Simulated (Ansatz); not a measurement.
Clusters of 4 atoms, halide: PBE-D4/def2-TZVPD single points in Ansatz on relaxed structures, gas phase. Each cluster is the lowest isomer that a short search found in that spin, judged at the geometry's level, and lower ones may exist. Core potentials for Cs, I, In, no spin–orbit coupling. HOMO and LUMO are taken over both spins. Binding counts from free atoms in the multiplicity of their measured ground term, without zero-point energy. Singlets are spin-restricted. The spins of the ions were chosen, not always searched. A dash marks a value that wasn't run or was left out as unsound. The structures are stationary points that may keep the symmetry of their start. Remarks come from the PBE and PBE0 runs and from stability tests at other levels; not every state was tested. A HOMO above zero means that the electron is unbound at that level and held by the basis, or that self-interaction error raises the level; the energy of removing that electron tells which. HOMO above LUMO (over both spins in singlets and doublets, within one spin in higher multiplets; at PBE or PBE0), or a gap under 0.15 eV within one spin, warns that the state may not be the lowest or that an electron is smeared out.

Problem. Estimate the order by gap (eV), lowest first.
A. InF3 (singlet)
B. Cs2Cl2 (singlet)
C. Li2I2 (singlet)
D. Li2Cl2 (singlet)
E. Cs2F2 (singlet)

Solution. B (4.17), C (4.38), E (4.46), A (4.78), D (5.34).

In full:

```json
{"species": "Li2Cl2", "atoms": "4", "state": "singlet", "geometry": "r2SCAN-D4/def2-TZVP", "HOMO (eV)": "-6.68", "LUMO (eV)": "-1.33", "gap (eV)": "5.34", "vertical EA (eV)": "0.19", "binding per atom (eV)": "2.92", "lowest of the spins relaxed": "–", "point group (within 0.1 Å)": "D2h", "remarks": "HOMO above zero (-1 doublet)"}
{"species": "MgF3⁻", "atoms": "4", "state": "singlet", "geometry": "r2SCAN-D4/def2-TZVPD", "HOMO (eV)": "-2.36", "LUMO (eV)": "–", "gap (eV)": "–", "vertical EA (eV)": "–", "binding per atom (eV)": "–", "lowest of the spins relaxed": "singlet, of singlet/triplet", "point group (within 0.1 Å)": "D3h", "remarks": "HOMO above zero (triplet), HOMO above zero (quintet), gap within one spin near zero at PBE or PBE0 (quintet)"}
{"species": "Cs2I2⁻", "atoms": "4", "state": "doublet", "geometry": "PBE-D4/def2-SVPD", "HOMO (eV)": "0.49", "LUMO (eV)": "–", "gap (eV)": "–", "vertical EA (eV)": "–", "binding per atom (eV)": "–", "lowest of the spins relaxed": "doublet, of doublet/quartet", "point group (within 0.1 Å)": "D2h", "remarks": "near-degenerate levels, HOMO above zero at PBE or PBE0, gap within one spin near zero, HOMO above zero (quartet)"}
{"species": "BeCl3⁻", "atoms": "4", "state": "singlet", "geometry": "PBE0-D4/def2-TZVPD", "HOMO (eV)": "-2.22", "LUMO (eV)": "–", "gap (eV)": "–", "vertical EA (eV)": "–", "binding per atom (eV)": "–", "lowest of the spins relaxed": "singlet, of singlet/triplet", "point group (within 0.1 Å)": "D3h", "remarks": "HOMO above zero (triplet), HOMO above zero (quintet), gap within one spin near zero at PBE or PBE0 (quintet)"}
{"species": "Li2I2", "atoms": "4", "state": "singlet", "geometry": "r2SCAN-D4/def2-TZVP", "HOMO (eV)": "-5.97", "LUMO (eV)": "-1.58", "gap (eV)": "4.38", "vertical EA (eV)": "0.40", "binding per atom (eV)": "2.33", "lowest of the spins relaxed": "–", "point group (within 0.1 Å)": "D2h", "remarks": "HOMO above zero (-1 doublet), gap within one spin near zero at PBE or PBE0 (quintet)"}
{"species": "Cs2F2", "atoms": "4", "state": "singlet", "geometry": "PBE0-D4/def2-TZVP", "HOMO (eV)": "-5.28", "LUMO (eV)": "-0.82", "gap (eV)": "4.46", "vertical EA (eV)": "0.08", "binding per atom (eV)": "3.10", "lowest of the spins relaxed": "–", "point group (within 0.1 Å)": "D2h", "remarks": "HOMO above zero (-1 doublet), gap within one spin near zero at PBE or PBE0 (-1 doublet)"}
{"species": "InF3", "atoms": "4", "state": "singlet", "geometry": "r2SCAN-D4/def2-TZVP", "HOMO (eV)": "-9.27", "LUMO (eV)": "-4.49", "gap (eV)": "4.78", "vertical EA (eV)": "1.61", "binding per atom (eV)": "3.27", "lowest of the spins relaxed": "–", "point group (within 0.1 Å)": "D3h", "remarks": "HOMO above zero (-1 doublet)"}
{"species": "Cs2Cl2", "atoms": "4", "state": "singlet", "geometry": "PBE-D4/def2-TZVP", "HOMO (eV)": "-5.26", "LUMO (eV)": "-1.09", "gap (eV)": "4.17", "vertical EA (eV)": "0.27", "binding per atom (eV)": "2.61", "lowest of the spins relaxed": "–", "point group (within 0.1 Å)": "D2h", "remarks": "HOMO above zero (-1 doublet), gap within one spin near zero at PBE or PBE0 (-1 doublet)"}
```

The gap (eV) runs from 4.17 (Cs2Cl2) to 5.34 (Li2Cl2). The vertical EA (eV) runs from 0.08 (Cs2F2) to 1.61 (InF3).
